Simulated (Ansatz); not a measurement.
Reaction (atomization): `N[SiH2][Si](N)(Cl)Cl` → 2 Cl• + 6 H• + 2 N• + 2 Si•

Isolated molecules relaxed with PBE0-D4/def2-TZVP in Ansatz; ΔE leaves out vibrations. CCSD(T)/CBS is the MP2 limit (def2-TZVPP, def2-QZVPP) plus CCSD(T) − MP2 in def2-TZVPP, frozen cores. This one scheme is used for every species, atoms too. Functionals use def2-TZVPP. Open shells (•) are unrestricted, without spin–orbit coupling. Spin–orbit coupling would lower the free atoms: a little for Cl, Si. One conformer a species, not always the lowest.

CCSD(T)/CBS gives +961.4 kcal/mol.

(1) Another level gave +925.8 kcal/mol. Which?
A. B2PLYP/def2-TZVPP
B. PBE/def2-TZVPP
C. CCSD(T)/def2-TZVPP
D. PBE0/def2-TZVPP

Largest T1 diagnostic among the species: 0.012.

## Answers

(1) C. CCSD(T)/def2-TZVPP 925.8, PBE0 948.5, B2PLYP 943.8, PBE 962.1 kcal/mol.

From PBE to PBE0 (25 % exact exchange), in def2-TZVPP and without D4, ΔE moves by −13.6 kcal/mol: exact exchange takes away binding that semilocal exchange gives to molecules. The D4 term adds +14.8 kcal/mol with B3LYP and +7.9 kcal/mol with PBE0; it sums over pairs of atoms, weighted by their polarisabilities, and B3LYP, whose exchange is more repulsive, gets the larger term. In def2-TZVPP, CCSD(T) changes the Hartree–Fock value by +251.4 kcal/mol (the triples alone add +15.4 kcal/mol) and MP2 by +267.1 kcal/mol; breaking electron pairs costs correlation energy, which Hartree–Fock lacks.

B3LYP here is the variant with VWN-RPA as its local correlation; programs differ in this.

For atomizations the MP2-based limit and the directly extrapolated one differ by several kJ/mol either way, and by 10 to 25 for some Ge, Se and Sn compounds, so smaller differences from it don't rank the levels.
